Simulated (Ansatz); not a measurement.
# Nudged elastic band run: C2H5NSi

input.yaml

```yaml
crystal:
  periodic: [false, false, false]
  atoms:
    - { symbol: Si, position_ang: [-0.49563, 0.90673, -0.755147] }
    - { symbol: C, position_ang: [0.329338, -0.645794, -0.103399] }
    - { symbol: C, position_ang: [0.44194, -0.966615, 1.309392] }
    - { symbol: "N", position_ang: [1.518402, -0.496522, 0.900816] }
    - { symbol: H, position_ang: [-1.840585, 0.577042, -1.305276] }
    - { symbol: H, position_ang: [-0.645106, 1.880677, 0.359499] }
    - { symbol: H, position_ang: [0.314979, 1.518789, -1.842457] }
    - { symbol: H, position_ang: [0.455219, -1.470361, -0.806407] }
    - { symbol: H, position_ang: [0.009944, -1.350246, 2.225979] }
basis:
  gaussian: { orbitals: def2-mTZVP }
hamiltonian:
  xc: pbe0
  dispersion: d4
neb:
  order_check: false
  images: 5
  f_tol: 0.05
  max_iterations: 60
  spring: 50.0
  final_atoms:
    - { symbol: Si, position_ang: [-0.66367649, 1.086005, -0.76161393] }
    - { symbol: C, position_ang: [0.05163815, -0.28065605, 0.23142077] }
    - { symbol: C, position_ang: [0.14560238, -1.2568198, 1.0541399] }
    - { symbol: "N", position_ang: [1.45749899, -0.67975555, 0.78042543] }
    - { symbol: H, position_ang: [-2.14522099, 0.99333267, -0.72080662] }
    - { symbol: H, position_ang: [-0.21111754, 2.38589897, -0.20428007] }
    - { symbol: H, position_ang: [-0.18983964, 0.96982545, -2.16538427] }
    - { symbol: H, position_ang: [1.91425956, -1.25605904, 0.06444196] }
    - { symbol: H, position_ang: [-0.27064343, -2.00807165, 1.70465683] }
  initial_path:
    images:
      - { positions_ang: [[-0.49563, 0.90673, -0.755147], [0.329338, -0.645794, -0.103399], [0.44194, -0.966615, 1.309392], [1.518402, -0.496522, 0.900816], [-1.840585, 0.577042, -1.305276], [-0.645106, 1.880677, 0.359499], [0.314979, 1.518789, -1.842457], [0.455219, -1.470361, -0.806407], [0.009944, -1.350246, 2.225979]] }
      - { positions_ang: [[-0.5022175, 0.88557342, -0.73478738], [0.26643475, -0.67640352, -0.13018428], [0.39477213, -0.96173021, 1.26880505], [1.51592258, -0.58153875, 0.8146998], [-1.89246201, 0.62249203, -1.22182419], [-0.59376872, 1.89132569, 0.36994313], [0.25882178, 1.48923306, -1.86427794], [0.72519456, -1.42935342, -0.70743984], [-0.08419657, -1.2858983, 2.18806564]] }
      - { positions_ang: [[-0.508805, 0.86441684, -0.71442776], [0.20353149, -0.70701304, -0.15696956], [0.34760427, -0.95684542, 1.2282181], [1.51344316, -0.66655551, 0.7285836], [-1.94433903, 0.66794205, -1.13837238], [-0.54243144, 1.90197438, 0.38038726], [0.20266457, 1.45967713, -1.88609887], [0.99517012, -1.38834584, -0.60847267], [-0.17833713, -1.22155059, 2.15015229]] }
      - { positions_ang: [[-0.51539251, 0.84326026, -0.69406814], [0.14062824, -0.73762255, -0.18375484], [0.3004364, -0.95196062, 1.18763115], [1.51096374, -0.75157226, 0.6424674], [-1.99621604, 0.71339208, -1.05492058], [-0.49109416, 1.91262307, 0.39083139], [0.14650735, 1.43012119, -1.90791981], [1.26514567, -1.34733826, -0.50950551], [-0.2724777, -1.15720289, 2.11223893]] }
      - { positions_ang: [[-0.5648205, 0.92417517, -0.7165834], [0.11096488, -0.58530039, -0.04536297], [0.24882506, -1.05358035, 1.14313407], [1.49314216, -0.72763336, 0.68845341], [-2.04588436, 0.80670561, -0.94354926], [-0.39776862, 2.0703817, 0.1924609], [0.03439169, 1.27668928, -1.9937413], [1.48151697, -1.31691186, -0.31818969], [-0.27186628, -1.44082581, 1.97637823]] }
      - { positions_ang: [[-0.61424849, 1.00509009, -0.73909866], [0.08130151, -0.43297822, 0.0930289], [0.19721372, -1.15520007, 1.09863698], [1.47532057, -0.70369445, 0.73443942], [-2.09555267, 0.90001914, -0.83217794], [-0.30444308, 2.22814034, -0.00590959], [-0.07772397, 1.12325736, -2.07956278], [1.69788826, -1.28648545, -0.12687386], [-0.27125485, -1.72444873, 1.84051753]] }
      - { positions_ang: [[-0.66367649, 1.086005, -0.76161393], [0.05163815, -0.28065605, 0.23142077], [0.14560238, -1.2568198, 1.0541399], [1.45749899, -0.67975555, 0.78042543], [-2.14522099, 0.99333267, -0.72080662], [-0.21111754, 2.38589897, -0.20428007], [-0.18983964, 0.96982545, -2.16538427], [1.91425956, -1.25605904, 0.06444196], [-0.27064343, -2.00807165, 1.70465683]] }
```

Launched with:

```bash
$ ansatz run input.yaml --threads 2 --pin off --max-ram 3072MiB --backend cpu --events-out ev --progress --plain --runs-dir out
```

Output, in part (warnings, iteration lines, the closing report on the highest movable image, with atoms numbered from 0):

```
NEB end point (image 0): max|allowed force component| = 1.500e-2 eV/Å (the criterion of neb.relax_end_points is 1.000e-2)
NEB end point (image 6): max|allowed force component| = 1.599e-2 eV/Å (the criterion of neb.relax_end_points is 1.000e-2)
NEB iter   1: max|band force component| = 6.499e0 eV/Å  barrier→ = 4.2135 eV  barrier← = 3.1033 eV  Δτ_max = 0.2000 Å  (191 SCF iters)
NEB iter   2: max|band force component| = 2.883e0 eV/Å  barrier→ = 3.5599 eV  barrier← = 2.4497 eV  Δτ_max = 0.2000 Å  (163 SCF iters)
NEB iter   3: max|band force component| = 1.434e0 eV/Å  barrier→ = 2.8621 eV  barrier← = 1.7519 eV  Δτ_max = 0.1908 Å  (157 SCF iters)
NEB iter   4: max|band force component| = 1.420e0 eV/Å  barrier→ = 2.8195 eV  barrier← = 1.7093 eV  Δτ_max = 0.0832 Å  (156 SCF iters)
NEB iter   5: max|band force component| = 5.402e-1 eV/Å  barrier→ = 2.6744 eV  barrier← = 1.5643 eV  Δτ_max = 0.0300 Å  (158 SCF iters)
NEB iter   6: max|band force component| = 4.766e-1 eV/Å  barrier→ = 2.6535 eV  barrier← = 1.5433 eV  CI = image 3  Δτ_max = 0.1230 Å  (153 SCF iters)
NEB iter   7: max|band force component| = 2.820e-1 eV/Å  barrier→ = 2.7138 eV  barrier← = 1.6036 eV  CI = image 3  Δτ_max = 0.0544 Å  (160 SCF iters)
NEB iter   8: max|band force component| = 1.444e-1 eV/Å  barrier→ = 2.6988 eV  barrier← = 1.5886 eV  CI = image 3  Δτ_max = 0.0118 Å  (155 SCF iters)
NEB iter   9: max|band force component| = 1.230e-1 eV/Å  barrier→ = 2.6978 eV  barrier← = 1.5876 eV  CI = image 3  Δτ_max = 0.0079 Å  (134 SCF iters)
NEB iter  10: max|band force component| = 4.460e-2 eV/Å  barrier→ = 2.6976 eV  barrier← = 1.5874 eV  CI = image 3  Δτ_max = 0.0000 Å  (265 SCF iters)
Total energy: -11511.23186578 eV, -423.0299684743 hartree
Atom 0 at    -0.576634     0.922067    -0.728960 Å, force    -0.005148    -0.004540    -0.003064 eV/Å
Atom 1 at     0.054506    -0.801040    -0.270856 Å, force     0.023535     0.009775     0.038715 eV/Å
Atom 2 at     0.284528    -1.090085     1.087618 Å, force     0.035267     0.016357    -0.028990 eV/Å
Atom 3 at     1.550353    -0.992061     0.888566 Å, force    -0.046071    -0.012222    -0.020541 eV/Å
Atom 4 at    -2.040871     0.733710    -0.926141 Å, force    -0.001359    -0.000907     0.002749 eV/Å
Atom 5 at    -0.351567     1.981792     0.298418 Å, force    -0.000039    -0.000134    -0.000153 eV/Å
Atom 6 at     0.046932     1.350796    -2.005498 Å, force     0.000100    -0.004495     0.001082 eV/Å
Atom 7 at     1.387624    -1.003291    -0.376485 Å, force    -0.000885    -0.001056     0.017975 eV/Å
Atom 8 at    -0.266369    -1.148188     2.016339 Å, force    -0.005400    -0.002779    -0.007772 eV/Å
Dipole moment:    -0.275435     0.097943     0.231602 e Å
```

The forces met the threshold. Neighbouring images differ by up to 1.7 eV, so the band resolves the path poorly. Another band between the same ends (5 images) ends at a top of the same energy, where a vibrational analysis finds 1 clearly imaginary mode. The orbitals stay closed-shell, which can raise the energy where a bond breaks towards radicals; this wasn't checked here.

Final band (atoms are numbered from 1 in the order of the input):

| image | path coordinate (Å) | energy (kcal/mol) | C2–H8 (Å) | N4–H8 (Å) |
| --- | --- | --- | --- | --- |
| 0 | 0.00 | 0.0 | 1.09 | 2.23 |
| 1 | 0.68 | 0.2 | 1.09 | 2.23 |
| 2 | 1.35 | 23.5 | 1.08 | 1.90 |
| 3 | 2.03 | 62.2 | 1.35 | 1.28 |
| 4 | 2.77 | 40.3 | 1.91 | 1.01 |
| 5 | 3.51 | 26.3 | 2.10 | 1.03 |
| 6 | 4.25 | 25.6 | 2.11 | 1.03 |

Run time: 88 s on 2 threads of Intel(R) Xeon(R) CPU @ 2.60GHz (Ice Lake), on a shared host, peak memory 0.19 GiB.
